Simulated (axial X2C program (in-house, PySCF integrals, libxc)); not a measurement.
The numbers below are computed, except where a source is named.
## CoCN: input and output of an open-shell CI run

Program: an axial X2C code built on PySCF integrals.

Input and command:
```json
{"zs": [27, 6, 7], "q": 0, "bas": ["dyall-v3z", "dyall-v3z", "dyall-av3z"], "r0": 1.86, "metal": 0, "shells": [[2, [0, 1, 2], 8], [0, [0], 0]], "fix": 0, "emax": 3.2, "nroots": 4, "r2": 1.16}
```
```bash
python soci.py task.json out
```

Keys: zs atomic numbers; q charge; bas basis sets; r0 starting distance in Å; metal index of the metal atom; shells open shells as [l, |m| values, electrons]; fix electron count of the first shell held; emax energy window in eV; nroots roots for each Ω; r2 second bond in Å, held.

Output at Co–C–N held linear, bonds 2.005 and 1.160 Å (the second held):

```
average of configuration d8 s0
basis functions 207  fitting functions 1155
iter      average energy  largest gradient
   1      -1481.229086222   4.26e+00
   2      -1482.748519254   2.51e+00
   3      -1483.639404299   8.08e-01
   4      -1483.771507103   2.88e-01
   5      -1483.796671540   1.29e-01
   6      -1483.803659151   9.80e-02
   7      -1483.805529149   3.50e-02
   8      -1483.806071886   1.53e-02
   9      -1483.806258198   5.92e-03
  10      -1483.806281154   3.81e-03
  11      -1483.806290339   3.13e-03
  12      -1483.806293596   1.29e-03
  13      -1483.806295402   1.01e-03
  14      -1483.806296198   4.22e-04
  15      -1483.806296403   4.47e-04
  16      -1483.806296440   8.03e-05
  17      -1483.806296447   5.08e-05
  18      -1483.806296448   1.29e-05
converged
CI levels
2*Omega        energy/Eh    cm-1   g(par)  dipole/D  leading shell counts
    6     -1483.85714464        0   7.786   -8.957  {'8 0': 1.0}
    4     -1483.85633951      177   4.475   -8.952  {'8 0': 1.0}
    8     -1483.85555599      349  10.004   -8.954  {'8 0': 0.999}
    2     -1483.85510604      447   1.557   -8.944  {'8 0': 0.999}
    0     -1483.85421666      643   0.000   -8.935  {'8 0': 0.999}
    6     -1483.85190740     1149   6.218   -8.955  {'8 0': 0.999}
    2     -1483.85176949     1180   1.675   -8.946  {'8 0': 0.999}
    4     -1483.85174530     1185   5.206   -8.945  {'8 0': 0.999}
    0     -1483.85089066     1373   0.000   -8.939  {'8 0': 0.999}
    4     -1483.84899677     1788   2.322   -8.955  {'8 0': 0.999}
    2     -1483.84841771     1915   2.769   -8.937  {'8 0': 0.999}
    0     -1483.84750940     2115   0.000   -8.934  {'8 0': 0.999}
    0     -1483.79607872    13402   0.000   -8.960  {'8 0': 0.999}
    2     -1483.79246733    14195   2.057   -8.947  {'8 0': 0.999}
    4     -1483.79004962    14726   4.167   -8.937  {'8 0': 0.999}
    0     -1483.77953578    17033   0.000   -8.904  {'8 0': 0.991}
    0     -1483.77840090    17282   0.000   -8.899  {'8 0': 0.993}
    0     -1483.77712073    17563   0.000   -8.912  {'8 0': 0.992}
    0     -1483.75800079    21760   0.000   -8.929  {'8 0': 0.999}
    8     -1483.75745281    21880   8.001   -8.968  {'8 0': 0.995}
    6     -1483.75464510    22496   6.001   -8.947  {'8 0': 0.998}
```

Dipoles in the output refer to the first atom as origin.

There is no dynamic correlation: spin–orbit spacings and, for f shells, spacings inside one term are the most reliable numbers, splittings between terms come out too wide, and energies between configurations are not reliable, so the lowest level need not be the ground state of the molecule. For d shells the ligand-field splittings (σ, π, δ) and their order can be off by a thousand cm⁻¹ or more. At most 4 roots were kept for each Ω > 0 (twice that for Ω = 0) within 3.2 eV of the lowest, so higher up levels can be missing between those listed; levels with Ω > 0 are doubly degenerate and listed once, Ω = 0 levels singly. Some active spinors are only partly of the character that their shell is named for, so the shell names and counts are nominal. States that fill the shells left empty in the average are placed too high. The molecule was held linear; bending was not examined.
